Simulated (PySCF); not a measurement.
Ligands exchanged one at a time, Al CH3-NH2. Isolated molecules, 0 K electronic values unless said otherwise. Strings in code marks are SMILES.

All values below come from TPSSh-D3(BJ)/def2-TZVP // B3LYP-D3(BJ)/def2-TZVP run with PySCF. Excitations are Tamm–Dancoff values on a coarser integration grid. The basis has no diffuse functions, so Rydberg states are missing or too high.

| species | S1 oscillator strength | T1 excitation (TDA) (eV) | HOMO–LUMO gap (eV) | brightest of the four lowest singlets (TDA) (eV) |
|---|---|---|---|---|
| 0 of 3 CH3 replaced by NH2 (`[CH3][Al]([CH3])[CH3]`) | 0.000 | 5.30 | 6.20 | 6.63 |
| 1 of 3 CH3 replaced by NH2 (`[CH3][Al]([CH3])[NH2]`) | 0.059 | 5.35 | 6.50 | 6.68 |
| 2 of 3 CH3 replaced by NH2 (`[CH3][Al]([NH2])[NH2]`) | … | 5.27 | 6.03 | … |
| 3 of 3 CH3 replaced by NH2 (`[NH2][Al]([NH2])[NH2]`) | 0.004 | 5.18 | … | … |

**Question.** Fill in the missing entries.

**Answer.** 
- 2 of 3 CH3 replaced by NH2 (`[CH3][Al]([NH2])[NH2]`), S1 oscillator strength: 0.000
- 2 of 3 CH3 replaced by NH2 (`[CH3][Al]([NH2])[NH2]`), brightest of the four lowest singlets (TDA) (eV): 6.26
- 3 of 3 CH3 replaced by NH2 (`[NH2][Al]([NH2])[NH2]`), HOMO–LUMO gap (eV): 5.94
- 3 of 3 CH3 replaced by NH2 (`[NH2][Al]([NH2])[NH2]`), brightest of the four lowest singlets (TDA) (eV): 6.39
